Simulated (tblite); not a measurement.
CH3S, charge -1, singlet, geometry from GFN2-xTB; GFN1-xTB with ALPB(water) in tblite.

tblite was given this input:
```
$ tblite run mol.xyz --method gfn1 --charge -1 --spin 0 --alpb water --json tblite.json --no-restart

# file mol.xyz
5

C     -0.18310410     1.16138186     0.01505557
S     -0.04796709    -0.56372168    -0.01148952
H      1.29602576    -1.14309776     0.01927862
H      0.25755768     1.58118756     0.93632275
H      0.31251462     1.61316597    -0.86210237
```

Write the output that tblite gives for this input, abridged.


```
xTB calculator
 | screened Coulomb repulsion
 | Coulomb electrostatics
 |  * isotropic Klopman-Ohno-Mataga-Nishimoto electrostatics
 |  * onsite third-order electrostatics
 | DFT-D3(BJ) dispersion correction
 | Interactions (3)
 | [1] alpb/gbsa reaction field model
 | [2] cds contribution to solvation
 | [3] empirical free energy shift and standard state/solvent correction

halogen bonding energy    0.0000000000000E+00 Eh
repulsion energy          4.6379352265787E-02 Eh
dispersion energy        -9.4553787827494E-04 Eh
interaction energy        2.2113326218973E-04 Eh
number of electrons       1.4000000000000E+01 e
integral cutoff           1.9731147476801E+01 bohr

------------------------------------------------------------
  cycle        total energy    energy error   density error
------------------------------------------------------------
      1     -7.607440342104  -7.6530953E+00   4.9437218E-01
      2     -7.609560697345  -2.1203552E-03   2.9094288E-01
      3     -7.609630421505  -6.9724159E-05   1.7364318E-02
      4     -7.609687704031  -5.7282526E-05   1.9796222E-03
      5     -7.609689249724  -1.5456928E-06   5.8642060E-04
      6     -7.609689358679  -1.0895565E-07   4.2189680E-05
      7     -7.609689358751  -7.1874950E-11   5.7129073E-06
------------------------------------------------------------

electronic energy        -7.6553443064008E+00 Eh
total energy             -7.6096893587511E+00 Eh

Post processing:
 | Mayer-Wiberg bond orders

[Info] JSON dump of results written to 'tblite.json'
```
